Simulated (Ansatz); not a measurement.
Reaction (substitution at a C–Si bond): `B[Si](C)(F)Cl` + `ClB(Cl)[SeH]` → `C[Se]B(Cl)Cl` + `B[SiH](F)Cl`

Program: Ansatz. Geometries: PBE0-D4/def2-TZVP. ΔE: electronic, gas phase. CCSD(T)/CBS is the MP2 limit (def2-TZVPP, def2-QZVPP) plus CCSD(T) − MP2 in def2-TZVPP, frozen cores. DFT in def2-TZVPP. For Se outer-core shells are correlated without core-valence functions, which leaves a few kJ/mol of doubt a bond. Scalar relativity is left out up to krypton. One conformer a species, not always the lowest.

```tsv
species	PBE0-D4 energy (Eh)
`B[Si](C)(F)Cl`	-915.23987
`ClB(Cl)[SeH]`	-3346.93361
`C[Se]B(Cl)Cl`	-3386.21619
`B[SiH](F)Cl`	-875.93667
```

Problem. Work out ΔE.

Solution. ΔE = (-3386.21619) + (-875.93667) − (-915.23987) − (-3346.93361) = 0.02062 Eh = +12.9 kcal/mol. CCSD(T)/CBS gives +12.1 kcal/mol.

Largest T1 diagnostic among the species: 0.011.
